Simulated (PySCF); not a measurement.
Molfile (atoms numbered from 1):
```
C6H18Si4
     RDKit          3D

 28 28  0  0  0  0  0  0  0  0999 V2000
    2.6782   -2.0704   -0.1126 C   0  0  0  0  0  0  0  0  0  0  0  0
    2.6905   -1.1127   -1.0451 C   0  0  0  0  0  0  0  0  0  0  0  0
    2.8510    0.3478   -0.7872 C   0  0  0  0  0  0  0  0  0  0  0  0
    1.1964    1.2613   -1.0057 Si  0  0  0  0  0  4  0  0  0  0  0  0
   -0.4200    0.3773    0.4431 Si  0  0  0  0  0  4  0  0  0  0  0  0
    0.4074    0.4224    2.6359 Si  0  0  0  0  0  4  0  0  0  0  0  0
   -0.8923   -1.8609   -0.1142 Si  0  0  0  0  0  4  0  0  0  0  0  0
   -1.9808    1.4269    0.3434 C   0  0  0  0  0  0  0  0  0  0  0  0
   -3.3165    0.9167    0.8232 C   0  0  0  0  0  0  0  0  0  0  0  0
   -3.0822    1.1100   -0.6387 C   0  0  0  0  0  0  0  0  0  0  0  0
    2.8299   -1.8414    0.9473 H   0  0  0  0  0  0  0  0  0  0  0  0
    2.5209   -3.1182   -0.3786 H   0  0  0  0  0  0  0  0  0  0  0  0
    2.5302   -1.4010   -2.0923 H   0  0  0  0  0  0  0  0  0  0  0  0
    3.5772    0.7984   -1.4853 H   0  0  0  0  0  0  0  0  0  0  0  0
    3.2155    0.5341    0.2366 H   0  0  0  0  0  0  0  0  0  0  0  0
    1.3835    2.7250   -0.7357 H   0  0  0  0  0  0  0  0  0  0  0  0
    0.7331    1.1160   -2.4243 H   0  0  0  0  0  0  0  0  0  0  0  0
    0.6539    1.8325    3.0776 H   0  0  0  0  0  0  0  0  0  0  0  0
    1.7010   -0.3246    2.7363 H   0  0  0  0  0  0  0  0  0  0  0  0
   -0.5655   -0.2032    3.5867 H   0  0  0  0  0  0  0  0  0  0  0  0
   -2.3592   -2.1222    0.0626 H   0  0  0  0  0  0  0  0  0  0  0  0
   -0.1559   -2.8018    0.7830 H   0  0  0  0  0  0  0  0  0  0  0  0
   -0.5456   -2.1708   -1.5356 H   0  0  0  0  0  0  0  0  0  0  0  0
   -1.7990    2.4947    0.5144 H   0  0  0  0  0  0  0  0  0  0  0  0
   -3.3755   -0.1074    1.2051 H   0  0  0  0  0  0  0  0  0  0  0  0
   -3.9720    1.6218    1.3416 H   0  0  0  0  0  0  0  0  0  0  0  0
   -3.5749    1.9476   -1.1399 H   0  0  0  0  0  0  0  0  0  0  0  0
   -2.9786    0.2189   -1.2668 H   0  0  0  0  0  0  0  0  0  0  0  0
  1  2  2  0
  2  3  1  0
  3  4  1  0
  4  5  1  0
  5  6  1  0
  5  7  1  0
  5  8  1  0
  8  9  1  0
  9 10  1  0
 10  8  1  0
  1 11  1  0
  1 12  1  0
  2 13  1  0
  3 14  1  0
  3 15  1  0
  4 16  1  0
  4 17  1  0
  6 18  1  0
  6 19  1  0
  6 20  1  0
  7 21  1  0
  7 22  1  0
  7 23  1  0
  8 24  1  0
  9 25  1  0
  9 26  1  0
 10 27  1  0
 10 28  1  0
M  END
```

Geometry: PBE0-D3(BJ)/def2-SVP; GIAO shifts from PySCF, gas phase, non-relativistic, averaged over equivalent atoms.

At PBE/pcSseg-1 (288 basis functions, 100 s wall time on 1 thread of an Arm Neoverse V2, shared host):
| atoms | δ (ppm) |
| --- | --- |
| C2 | 144.2 |
| C1 | 121.9 |
| C3 | 21.8 |
| C9/C10 | 6.2 |
| C8 | -7.1 |
| Si4 | -57.2 |
| Si5 | -80.2 |
| Si6/Si7 | -109.7 |
| H13 | 5.91 |
| H11 | 5.32 |
| H12 | 5.00 |
| H16/H17 | 4.40 |
| H18/H19/H20/H21/H22/H23 | 3.58 |
| H14/H15 | 1.93 |
| H26/H27 | 0.72 |
| H25/H28 | 0.29 |
| H24 | -0.20 |

Shifts are taken against calculated references (same method and geometry level): 13C (σ = 180.03 ppm) and 29Si (σ = 334.61 ppm) and 1H (σ = 31.20 ppm) against TMS.

Question: What do these become at PBE0/pcSseg-1?

Answer: 
| atoms | δ at PBE0/pcSseg-1 | change |
| --- | --- | --- |
| C2 | 145.5 | +1.3 |
| C1 | 124.1 | +2.2 |
| C3 | 19.3 | -2.5 |
| C9/C10 | 5.1 | -1.1 |
| C8 | -10.0 | -2.9 |
| Si4 | -55.5 | +1.7 |
| Si5 | -81.4 | -1.2 |
| Si6/Si7 | -104.8 | +4.9 |
| H13 | 5.89 | -0.02 |
| H11 | 5.34 | +0.02 |
| H12 | 5.05 | +0.05 |
| H16/H17 | 4.27 | -0.13 |
| H18/H19/H20/H21/H22/H23 | 3.50 | -0.08 |
| H14/H15 | 1.80 | -0.13 |
| H26/H27 | 0.70 | -0.02 |
| H25/H28 | 0.23 | -0.06 |
| H24 | -0.36 | -0.16 |

Scale: 13C (184.41 ppm) and 29Si (351.99 ppm) and 1H (31.27 ppm) vs TMS (reference shieldings calculated alike).

The largest change is at Si6/Si7 (silicon bonded to Si, 3 H). Cost: 288 basis functions, 100 s wall time on 1 thread of an Arm Neoverse V2, shared host. The order of the carbon signals is the same at both levels.
